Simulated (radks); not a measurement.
Values are calculated unless marked as measured or tabulated.
Q: All-electron atom: Cd2+ in [Kr] 4d10. Code: a radial shooting solver on a logarithmic mesh with Libxc functionals. Model: Dirac Kohn-Sham, BLYP, spin-unpolarised, spherical densities, point nucleus. Some entries of the table are withheld. Estimate them.

| orbital | occ. | eigenvalue (eV) | r(max) (bohr) | <r> (bohr) |
|---|---|---|---|---|
| 1s1/2 | 2 | (1) | 0.01967 | 0.03039 |
| 2s1/2 | 2 | (2) | 0.1113 | 0.1313 |
| 2p1/2 | 2 | -3682.593 | 0.08595 | 0.1112 |
| 2p3/2 | 4 | -3490.023 | 0.09029 | 0.1164 |
| 3s1/2 | 2 | -752.0062 | 0.3241 | 0.3582 |
| 3p1/2 | 2 | -643.2410 | 0.3104 | 0.3495 |
| 3p3/2 | 4 | -608.8602 | 0.3205 | 0.3605 |
| 3d3/2 | 4 | -416.2723 | 0.2640 | 0.3327 |
| 3d5/2 | 6 | -409.2852 | 0.2669 | 0.3362 |
| 4s1/2 | 2 | -124.6545 | 0.7954 | 0.8789 |
| 4p1/2 | 2 | -89.7789 | (3) | 0.9385 |
| 4p3/2 | 4 | -83.9295 | (4) | 0.9696 |
| 4d3/2 | 4 | -30.7766 | 0.9733 | 1.246 |
| 4d5/2 | 6 | -30.0586 | 0.9841 | 1.263 |

A: 
(1) 1s1/2 eigenvalue (eV): -26532.94
(2) 2s1/2 eigenvalue (eV): -3954.010
(3) 4p1/2 r(max) (bohr): 0.8285
(4) 4p3/2 r(max) (bohr): 0.8534
